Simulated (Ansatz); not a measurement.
Saddle point of GeH$_{4}$I, doublet (GeH₃I ([GeH3][I]) + H → GeH₃ + HI; bonds formed: I1–H3; bonds broken: I1–Ge2), PBE0-D4/def2-TZVP structure:

| atom | x (Å) | y (Å) | z (Å) |
| --- | --- | --- | --- |
| I1 | -1.3188 | -0.8501 | -0.3117 |
| Ge2 | 0.7196 | 0.6482 | 0.1561 |
| H3 | -2.6473 | -2.5352 | -0.5636 |
| H4 | 1.2523 | 1.1333 | -1.1968 |
| H5 | 0.2420 | 1.8168 | 1.0261 |
| H6 | 1.7522 | -0.2130 | 0.8900 |

Energies are electronic, without zero-point energy. Barriers and step energies count from the start structure reached by relaxing down the imaginary mode; all methods use the PBE0-D4 structures, on which another method's saddle can fall below an end. Program: Ansatz 0.2.0. Basis: def2-TZVPP, with def2-QZVPP for the basis limit. Cores are frozen in the correlated methods; orbitals are unrestricted. Filled d shells of the heavier atoms are correlated. Core potentials replace the inner electrons of the atoms past krypton. The def2 sets are not built for correlating such inner shells, so the correlated values are less sure here. B3LYP uses VWN-RPA correlation. Extrapolation: Hartree–Fock as exp(−7.88 √X), correlation as X^−2.97.

| method | barrier (kcal/mol) | step energy (kcal/mol) |
| --- | --- | --- |
| SPW92 | -6.03 | -8.31 |
| PBE-D4 | -0.85 | -6.17 |
| BLYP-D4 | -1.98 | -9.40 |
| r2SCAN-D4 | ? | -6.75 |
| B97M-V | 1.42 | -7.03 |
| PBE0-D4 | 1.33 | -4.65 |
| B3LYP-D4 | -0.21 | -8.28 |
| r2SCAN0-D4 | -0.74 | -6.04 |
| BHLYP-D4 | 2.24 | -6.02 |
| CAM-B3LYP-D4 | 1.30 | -7.53 |
| wB97X-V | 4.25 | -4.06 |
| wB97M-V | 4.01 | -6.25 |
| B2PLYP | 2.23 | -5.85 |
| PBE-QIDH | ? | -2.47 |
| RPA on PBE | ? | -7.04 |
| HF | 10.75 | 1.29 |
| MP2 | 6.23 | -0.76 |
| CCSD | 4.32 | -6.52 |
| CCSD(T) | 3.71 | -5.90 |

Problem. Fill in the withheld barriers. (Judge from chemistry; the value comes from the calculation.)

Solution. Computed: r2SCAN-D4 -1.88; PBE-QIDH 3.88; RPA on PBE 4.01 kcal/mol. Each is the energy of the saddle less that of the start structure, by the same method.

For comparison, the barrier by CCSD(T) at an estimated basis limit (MP2 extrapolated from triple and quadruple zeta, plus CCSD(T) − MP2 in triple zeta) is 2.86 kcal/mol.

T1 diagnostic: at most 0.013. ⟨S²⟩ of the unrestricted Hartree–Fock references: 0.75 to 0.78 (a pure state has 0.75).

Radical steps of this kind take place in plasma deposition and etching.

Labels in which every atom is bracketed show which atoms are joined, not bond orders.

For scale, one of the runs: CCSD(T)/def2-TZVPP, 154 basis functions (an equivalent command: `ansatz run in.yaml --threads 4`). Hardware: 4 CPU threads, shared host. Wall time 95 s; peak host memory 3.1 GiB.
